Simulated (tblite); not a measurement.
C₇H₁₂O.
SMILES with atom numbers: `[CH2:1]=[C:2]([CH3:3])[C@@H:4]1[CH2:5][C@@H:6]1[O:7][CH3:8]` (hydrogens: H9, H10 on C1; H11, H12, H13 on C3; H14 on C4; H15, H16 on C5; H17 on C6; H18, H19, H20 on C8)

The geometry is computed with GFN2-xTB (gas phase).

Some entries are withheld. Bonds in one row agree within 0.01 Å.

| coordinate | value |
| --- | --- |
| C1=C2 | ? |
| C2–C3 | ? |
| C2–C4 | 1.491 Å |
| C4–C5 | ? |
| C5–C6 | 1.505 Å |
| C6–O7 | 1.392 Å |
| O7–C8 | ? |
| C4–C6 | 1.502 Å |
| C1–H9 | 1.077 Å |
| C1–H10 | 1.077 Å |
| C3–H11, C3–H12, C3–H13 | 1.088 Å |
| C4–H14 | 1.086 Å |
| C5–H15 | 1.079 Å |
| C5–H16 | 1.079 Å |
| C6–H17 | 1.092 Å |
| C8–H18, C8–H19 | 1.092 Å |
| C8–H20 | 1.097 Å |
| C1–C2–C3 | 123.2° |
| C1–C2–C4 | 122.4° |
| C3–C2–C4 | ? |
| C2–C4–C5 | 121.2° |
| C2–C4–C6 | ? |
| C5–C4–C6 | 60.1° |
| C4–C5–C6 | 59.9° |
| C5–C6–O7 | 120.0° |
| C4–C6–C5 | 59.9° |
| C4–C6–O7 | 118.2° |
| C6–O7–C8 | ? |

Q: Estimate the withheld lengths and angles.

A: 
- C1=C2 = 1.323 Å, drawn double (terminal =CH2 carbon to fully substituted alkene carbon); 0.14 Å below the sum of covalent radii, 1.46 Å.
- C2–C3 = 1.497 Å, drawn single (fully substituted alkene carbon to allylic carbon); 0.01 Å above the sum of covalent radii, 1.49 Å.
- C4–C5 = 1.502 Å, drawn single (allylic carbon to three-membered-ring carbon); 0.02 Å below the sum of covalent radii, 1.52 Å.
- O7–C8 = 1.408 Å, drawn single (ether oxygen to methoxy carbon); 0.01 Å below the sum of covalent radii, 1.42 Å.
- C3–C2–C4 = 114.4°, at the fully substituted alkene carbon; the outer atoms are 2.511 Å apart.
- C2–C4–C6 = 119.9°, at the allylic carbon; the outer atoms are 2.590 Å apart.
- C6–O7–C8 = 113.1°, at the ether oxygen; the outer atoms are 2.336 Å apart.

Radii are Cordero's, carbon taken as 0.76, 0.73 or 0.69 Å for four, three, and two or fewer neighbours.

Its GFN2-xTB frequencies are all real (lowest 47 cm⁻¹). The numbers are those of one conformer (C1–C2–C4–C5 -38°, C5–C6–O7–C8 80°).

On Intel Xeon at 2.50 GHz, one thread, no GPU (shared host), this took 2.0 s wall. This is the geometry optimisation.
